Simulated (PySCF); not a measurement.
benzoquinone (C6H4O2), singlet, at a GFN2-xTB geometry; SCAN/STO-3G run with PySCF.

The PySCF input:
```python
from pyscf import gto, scf, dft

mol = gto.M(
    atom='''
O     2.617185    0.519148   -0.010824
C     1.426228    0.282908   -0.005899
C     0.411737    1.354708    0.041550
C    -0.897307    1.095045    0.046964
C    -1.426228   -0.282908    0.005899
O    -2.617185   -0.519148    0.010824
C    -0.411737   -1.354708   -0.041550
C     0.897307   -1.095045   -0.046964
H     0.796049    2.364949    0.071695
H    -1.637875    1.882153    0.081761
H    -0.796049   -2.364949   -0.071695
H     1.637875   -1.882153   -0.081761
''',
    basis='sto-3g',
    charge=0,
    spin=0,
    verbose=4,
)

mf = dft.RKS(mol)
mf.xc = 'scan'
mf.kernel()
```

The log (banner, timings and long lists left out):

```
PySCF version 2.14.0

[INPUT] verbose = 4
[INPUT] num. atoms = 12
[INPUT] num. electrons = 56
[INPUT] charge = 0
[INPUT] spin (= nelec alpha-beta = 2S) = 0
[INPUT] symmetry False subgroup None
[INPUT] Mole.unit = angstrom
[INPUT] Symbol           X                Y                Z      unit          X                Y                Z       unit  Magmom
[INPUT]  1 O      2.617185000000   0.519148000000  -0.010824000000 AA    4.945762867320   0.981047538116  -0.020454395572 Bohr   0.0
[INPUT]  2 C      1.426228000000   0.282908000000  -0.005899000000 AA    2.695180311186   0.534618638448  -0.011147494409 Bohr   0.0
[INPUT]  3 C      0.411737000000   1.354708000000   0.041550000000 AA    0.778070165350   2.560027098757   0.078518120476 Bohr   0.0
[INPUT]  4 C     -0.897307000000   1.095045000000   0.046964000000 AA   -1.695664479655   2.069335144074   0.088749097714 Bohr   0.0
[INPUT]  5 C     -1.426228000000  -0.282908000000   0.005899000000 AA   -2.695180311186  -0.534618638448   0.011147494409 Bohr   0.0
[INPUT]  6 O     -2.617185000000  -0.519148000000   0.010824000000 AA   -4.945762867320  -0.981047538116   0.020454395572 Bohr   0.0
[INPUT]  7 C     -0.411737000000  -1.354708000000  -0.041550000000 AA   -0.778070165350  -2.560027098757  -0.078518120476 Bohr   0.0
[INPUT]  8 C      0.897307000000  -1.095045000000  -0.046964000000 AA    1.695664479655  -2.069335144074  -0.088749097714 Bohr   0.0
[INPUT]  9 H      0.796049000000   2.364949000000   0.071695000000 AA    1.504314591734   4.469105908564   0.135483914501 Bohr   0.0
[INPUT] 10 H     -1.637875000000   1.882153000000   0.081761000000 AA   -3.095135176272   3.556753694529   0.154505897671 Bohr   0.0
[INPUT] 11 H     -0.796049000000  -2.364949000000  -0.071695000000 AA   -1.504314591734  -4.469105908564  -0.135483914501 Bohr   0.0
[INPUT] 12 H      1.637875000000  -1.882153000000  -0.081761000000 AA    3.095135176272  -3.556753694529  -0.154505897671 Bohr   0.0

nuclear repulsion = 323.825850733658
number of shells = 28
number of NR pGTOs = 132
number of NR cGTOs = 44
basis = sto-3g
ecp = {}

******** <class 'pyscf.dft.rks.RKS'> ********
method = RKS
initial guess = minao
damping factor = 0
level_shift factor = 0
DIIS = <class 'pyscf.scf.diis.CDIIS'>
diis_start_cycle = 1
diis_space = 8
diis_damp = 0
SCF conv_tol = 1e-09
SCF conv_tol_grad = None
SCF max_cycles = 50
direct_scf = True
direct_scf_tol = 1e-13
XC library pyscf.dft.libxc version 7.1.2
    S. Lehtola, C. Steigemann, M. J. T. Oliveira, and M. A. L. Marques,  SoftwareX 7, 1–5 (2018)
XC functionals = scan
    J. Sun, A. Ruzsinszky, and J. P. Perdew,  Phys. Rev. Lett. 115, 036402 (2015)
    J. Sun, A. Ruzsinszky, and J. P. Perdew,  Phys. Rev. Lett. 115, 036402 (2015)
radial grids:
    Treutler-Ahlrichs [JCP 102, 346 (1995); DOI:10.1063/1.469408] (M4) radial grids

becke partition: Becke, JCP 88, 2547 (1988); DOI:10.1063/1.454033
pruning grids: <function nwchem_prune>
grids dens level: 3
symmetrized grids: False
atomic radii adjust function: <function treutler_atomic_radii_adjust>
small_rho_cutoff = 0
Set gradient conv threshold to 3.16228e-05
Initial guess from minao.
tot grids = 152104
init E= -377.864762519249
  HOMO = -0.2752666187268  LUMO = -0.171442376419413  gap/eV = 2.82520
cycle= 1 E= -376.129747948135  delta_E= 1.74  |g|= 0.868  |ddm|= 5.25
  HOMO = 0.0109314776072007  LUMO = 0.0187769193604257  gap/eV = 0.21349
cycle= 2 E= -371.382269206673  delta_E= 4.75  |g|= 3.48  |ddm|= 5.54
  HOMO = -0.122038216786171  LUMO = -0.0581160413523817  gap/eV = 1.73941
cycle= 3 E= -376.328746776942  delta_E= -4.95  |g|= 0.413  |ddm|= 5.17
  HOMO = -0.100702635765488  LUMO = -0.0494418840653549  gap/eV = 1.39488
cycle= 4 E= -376.371271608499  delta_E= -0.0425  |g|= 0.167  |ddm|= 0.705
  HOMO = -0.113095530188673  LUMO = -0.0547260988739811  gap/eV = 1.58831
cycle= 5 E= -376.380974709485  delta_E= -0.0097  |g|= 0.0109  |ddm|= 0.232
  HOMO = -0.115360287161324  LUMO = -0.0569475676938469  gap/eV = 1.58949
cycle= 6 E= -376.38101428185  delta_E= -3.96e-05  |g|= 0.00174  |ddm|= 0.0164
  HOMO = -0.11500506503301  LUMO = -0.056701632075923  gap/eV = 1.58652
cycle= 7 E= -376.38101536433  delta_E= -1.08e-06  |g|= 0.000365  |ddm|= 0.00303
  HOMO = -0.115004142607438  LUMO = -0.0566993513678203  gap/eV = 1.58655
cycle= 8 E= -376.381015392997  delta_E= -2.87e-08  |g|= 0.000209  |ddm|= 0.000749
  HOMO = -0.115006785477146  LUMO = -0.0566998408342468  gap/eV = 1.58661
cycle= 9 E= -376.38101540692  delta_E= -1.39e-08  |g|= 5.88e-06  |ddm|= 0.000277
  HOMO = -0.115006134462034  LUMO = -0.0566993336458639  gap/eV = 1.58661
cycle= 10 E= -376.381015406931  delta_E= -1.09e-11  |g|= 6.67e-07  |ddm|= 7.31e-06
  HOMO = -0.115005964542979  LUMO = -0.0566992657173963  gap/eV = 1.58661
Extra cycle  E= -376.381015406931  delta_E=    0  |g|= 1.67e-06  |ddm|= 2.87e-06
converged SCF energy = -376.381015406931
```
